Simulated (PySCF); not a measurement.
**Distorted geometries of Sm(OH)2**

Sm(OH)2 (singlet in the valence; each metal's 4f electrons, 6 of them, lie in its core potential, out of spins and levels). PySCF 2.14.0, RKS BP86, Sm lcecp-0-SVP with ECP52, O def2-SVP, H def2-SVP; non-relativistic Hamiltonian with scalar-relativistic core potentials where named; density fitting; no spin-orbit coupling. Relaxed geometry:

```xyz
5

Sm   -0.8738    0.0713   -0.0052
O     0.0787    0.1355    1.9593
H     0.7146    0.1365    2.6934
O     0.0787   -0.1484   -1.9584
H     0.7146   -0.2532   -2.6849
```

Order these distorted geometries by energy above the relaxed one, lowest first.
A.
```xyz
5

Sm   -0.8828    0.0624    0.0113
O     0.0649    0.1250    1.9428
H     0.7379    0.1964    2.7315
O     0.0838   -0.1725   -1.9748
H     0.7088   -0.2696   -2.7066
```
B.
```xyz
5

Sm   -1.0084    0.2292   -0.1109
O     0.0966    0.1713    1.7971
H     1.0833    0.1772    2.9433
O    -0.0520   -0.2578   -1.9198
H     0.5933   -0.3781   -2.7055
```
C.
```xyz
5

Sm   -0.7938    0.1309    0.0390
O    -0.0501    0.0487    1.8916
H     0.7188    0.2327    2.7914
O     0.1822   -0.1544   -2.0074
H     0.6557   -0.3160   -2.7104
```

A (0.11 eV), C (1.54 eV), B (2.71 eV).

Which forces (eV/Å) act in the one that lies 2.71 eV up?


```
Sm  -0.02  0.12  1.40
O    3.06  0.12  3.70
H   -3.46 -0.05 -4.13
O    1.76 -0.35 -2.65
H   -1.35  0.17  1.67
```
Forces carry noise of the integration grid, about 0.01 to 0.03 eV/Å.

An lcecp potential fixes the number of 4f electrons, so in runs with it no electron can move into or out of that shell.
